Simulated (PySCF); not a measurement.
Work out the structure from these simulated measurements.

Formula: C9H11F.

| Property | Result |
| --- | --- |
| 1H NMR | chemical shifts (computed TMS as zero) by class: 7.64 (2 H), 7.55 (1 H), 7.50 (2 H), 4.78 (1 H), 3.50 (1 H), 2.62 (1 H), 1.18 (3 H) ppm [GIAO PBE0/pcSseg-1] |
| NMR, other nuclei | isotropic shieldings of nuclei other than C and H, by class: 366 (1 F) ppm [GIAO PBE0/pcSseg-1] |
| 13C NMR | chemical shifts (computed TMS as zero) by class: 143.6 (1 C), 135.1 (2 C), 134.5 (2 C), 132.2 (1 C), 96.1 (1 C), 48.8 (1 C), 21.5 (1 C) ppm [GIAO PBE0/pcSseg-1] |
| Dipole | 1.82 D [PBE0/pcSseg-1] |
| Rotational structure | rotational constants A, B, C: 3.139, 0.733, 0.672 GHz [GFN2-xTB] |

Gas-phase values; electronic properties from PySCF, density fitting. Levels stand in brackets. One conformer (not necessarily the lowest) at the GFN2-xTB geometry, without solvent, vibrations or thermal averaging. NMR values are class means; diastereotopic atoms form classes of their own.

**Question.** Propose a structure and show how it fits.

**Answer.** Numbering: `[CH3:1][C@H:2]([F:3])[CH2:4][c:5]1[cH:6][cH:7][cH:8][cH:9][cH:10]1`. Its formula, C9H11F, gives 4 degrees of unsaturation: 1 ring and 3 π bonds in the structure found (Kekulé form). 9 carbons fall into 7 classes; from least to most shielded: substituted aromatic carbon [C5] (143.6 ppm), aromatic CH carbon [C6/C10] (135.1 ppm, 2 C), aromatic CH carbon [C7/C9] (134.5 ppm, 2 C), aromatic CH carbon [C8] (132.2 ppm), sp3 C–F carbon [C2] (96.1 ppm), benzylic-type carbon [C4] (48.8 ppm), methyl carbon [C1] (21.5 ppm). Hydrogen classes from least to most shielded: 2 H on the meta carbons, C7/C9 (7.64 ppm), 1 H on the para carbon, C8 (7.55 ppm), 2 H on the ortho carbons, C6/C10 (7.50 ppm), 1 H on an sp3 C–F carbon, C2 (4.78 ppm), 1 H on a benzylic-type carbon, C4 (3.50 ppm), 1 H on a benzylic-type carbon, C4 (2.62 ppm), 3 H on a methyl carbon, C1 (1.18 ppm). The other shieldings belong to: 366 ppm, alkyl fluorine [F3]. The optimised geometry has point group C1 and is an asymmetric top. Structure: `C[C@H](F)Cc1ccccc1`. Computed isomers that give other values at the same levels: `CC[C@H](F)c1ccccc1` (13C chemical shifts (computed TMS as zero) by class: 147.0 (1 C), 133.7 (2 C), 132.7 (1 C), 130.2 (2 C), 96.8 (1 C), 34.7 (1 C), 7.8 (1 C) ppm); `CC(C)(F)c1ccccc1` (13C chemical shifts (computed TMS as zero) by class: 153.0 (1 C), 133.8 (2 C), 132.2 (1 C), 128.8 (2 C), 98.7 (1 C), 32.6 (2 C) ppm); `CC1=C[C@@H]2C[C@H]1C=C2CF` (13C chemical shifts (computed TMS as zero) by class: 167.5 (1 C), 165.9 (1 C), 140.6 (1 C), 140.2 (1 C), 87.4 (1 C), 77.3 (1 C), 57.8 (1 C), 52.8 (1 C), 20.1 (1 C) ppm). The assignments are read from this structure; whether some other isomer fits the data as well wasn't checked. The mirror image fits equally.

The values belong to the conformer `[CH3:1][C@H:2]([F:3])[CH2:4][c:5]1[cH:6][cH:7][cH:8][cH:9][cH:10]1`: C1–C2–C4–C5 -69°, C2–C4–C5–C6 103°.
